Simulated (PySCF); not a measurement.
# Radial density of Ga⁺ (gallium, charge +1)

UHF, [Ar] 3d10 4s2, closed-shell 1S. Calculation: PySCF 2.14, in aug-cc-pVDZ-PP with ECP10MDF; a scalar-relativistic core potential. This is the valence pseudo-density: the core potential removes the inner electrons and smooths the orbitals near the nucleus.

```json
{"r (bohr)": "0.00178", "4πr²ρ (e/bohr)": "1.288e-05"}
{"r (bohr)": "0.00300", "4πr²ρ (e/bohr)": "3.606e-05"}
{"r (bohr)": "0.00505", "4πr²ρ (e/bohr)": "9.920e-05"}
{"r (bohr)": "0.00849", "4πr²ρ (e/bohr)": "0.0002603"}
{"r (bohr)": "0.0143", "4πr²ρ (e/bohr)": "0.0006155"}
{"r (bohr)": "0.0240", "4πr²ρ (e/bohr)": "0.001311"}
{"r (bohr)": "0.0404", "4πr²ρ (e/bohr)": "0.004164"}
{"r (bohr)": "0.0679", "4πr²ρ (e/bohr)": "0.03684"}
{"r (bohr)": "0.114", "4πr²ρ (e/bohr)": "0.3988"}
{"r (bohr)": "0.192", "4πr²ρ (e/bohr)": "2.789"}
{"r (bohr)": "0.323", "4πr²ρ (e/bohr)": "13.05"}
{"r (bohr)": "0.544", "4πr²ρ (e/bohr)": "26.81"}
{"r (bohr)": "0.915", "4πr²ρ (e/bohr)": "13.43"}
{"r (bohr)": "1.54", "4πr²ρ (e/bohr)": "2.775"}
{"r (bohr)": "2.59", "4πr²ρ (e/bohr)": "0.8608"}
{"r (bohr)": "4.35", "4πr²ρ (e/bohr)": "0.08509"}
{"r (bohr)": "7.32", "4πr²ρ (e/bohr)": "0.0004221"}
```

Energies and moments cover only the electrons outside the core potential.
